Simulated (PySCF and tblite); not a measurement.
Results of a calculation; reference values are marked as such.
Stationary points of 2,4-difluorophenol at GFN2-xTB, in Å:

Structure A

```
 1 O     2.491   -0.264   -0.063
 2 C     1.146   -0.123   -0.031
 3 C     0.270   -1.202   -0.053
 4 C    -1.101   -1.014   -0.018
 5 C    -1.599    0.273    0.040
 6 F    -2.932    0.465    0.074
 7 C    -0.763    1.375    0.065
 8 C     0.600    1.164    0.029
 9 F     1.422    2.226    0.051
10 H     2.729   -1.198   -0.101
11 H     0.671   -2.204   -0.099
12 H    -1.777   -1.854   -0.037
13 H    -1.159    2.376    0.110
```

Structure B

```
 1 O     2.458   -0.426   -0.335
 2 C     1.116   -0.209   -0.150
 3 C     0.209   -1.262   -0.161
 4 C    -1.151   -1.034   -0.049
 5 C    -1.602    0.268    0.074
 6 F    -2.923    0.498    0.184
 7 C    -0.735    1.345    0.091
 8 C     0.619    1.089   -0.021
 9 F     1.478    2.122    0.009
10 H     2.899   -0.631    0.496
11 H     0.586   -2.267   -0.268
12 H    -1.857   -1.848   -0.060
13 H    -1.097    2.355    0.189
```

Structure C

```
 1 O     2.417   -0.649   -0.080
 2 C     1.102   -0.338   -0.041
 3 C     0.147   -1.347   -0.126
 4 C    -1.202   -1.046   -0.088
 5 C    -1.600    0.273    0.036
 6 F    -2.914    0.565    0.073
 7 C    -0.685    1.306    0.124
 8 C     0.654    0.977    0.083
 9 F     1.589    1.958    0.165
10 H     2.946    0.158   -0.009
11 H     0.486   -2.365   -0.222
12 H    -1.944   -1.825   -0.153
13 H    -1.000    2.332    0.220
```

Level: PBE0/pcSseg-1 + D3(BJ) on GFN2-xTB stationary points, with GFN2-xTB thermal terms.

Q: Which structure is a saddle point, and along which motion?

A: B: one imaginary mode (438i cm⁻¹ at GFN2-xTB, mostly on H10), along the rotation about the C2–O1 bond (torsion C3–C2–O1–H from -180° to 0°, rising).

Q: Give their symmetry and energies above the lowest.

A: A Cs, 2.9 kcal/mol; B C1, 5.0 kcal/mol; C Cs, 0.0 kcal/mol.
